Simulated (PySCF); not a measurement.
Al(H)2(SeH) (AlH3Se), SMILES [AlH2][SeH]. Geometry: r2SCAN-D4/def2-TZVP.

PySCF with TDA-M06-2X/def2-TZVPD puts the lowest singlet excitations at 5.36, 5.54, 5.68, 5.80, 6.12, 6.86 eV.

What are the lowest excitation roots from PySCF 2.14.0 with ADC(2)/aug-cc-pVDZ? (Estimate from the structure and the level; the computed values follow.)

5.33, 5.78, 5.99, 6.35, 6.37, 7.36 eV. S1 differs by -0.02 eV (second minus first; roots are paired by order, and the bases may differ).
